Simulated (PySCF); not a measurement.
# `Nc1ccc(C=O)cc1`, C$_{7}$H$_{7}$NO

Geometry:
```csv
atom,x (Å),y (Å),z (Å)
N1,2.820,-0.316,-0.034
C2,1.465,-0.145,-0.055
C3,0.609,-1.200,-0.430
C4,-0.765,-1.024,-0.412
C5,-1.334,0.195,-0.025
C6,-2.790,0.376,-0.010
O7,-3.362,1.393,0.308
C8,-0.482,1.246,0.349
C9,0.889,1.084,0.337
H10,3.414,0.497,0.036
H11,3.219,-1.115,-0.504
H12,1.038,-2.159,-0.733
H13,-1.419,-1.851,-0.707
H14,-3.368,-0.531,-0.328
H15,-0.936,2.194,0.649
H16,1.543,1.909,0.632
```

Level of theory: quadratic response CAM-B3LYP/aug-cc-pVDZ first hyperpolarisability, Taylor convention, gas phase (PySCF). Geometry: PBE0-D3(BJ)/def2-SVP.

Task: Give the tensor of the static β(0;0,0) in the axes of these coordinates.

Result: In au, Taylor convention; rows are the first index (the induced dipole):
|  | xx | yy | zz | xy | xz | yz |
| --- | --- | --- | --- | --- | --- | --- |
| x | +1070.8 | -32.3 | -36.8 | -154.5 | -11.1 | -5.3 |
| y | -154.5 | +100.0 | +25.8 | -32.3 | -5.3 | +21.7 |
| z | -11.1 | +21.7 | +21.4 | -5.3 | -36.8 | +25.8 |

Norm of βᵢ = ⅓ Σⱼ (βᵢⱼⱼ + βⱼᵢⱼ + βⱼⱼᵢ): 1002.6 au, hyper-Rayleigh value 441.2 au.
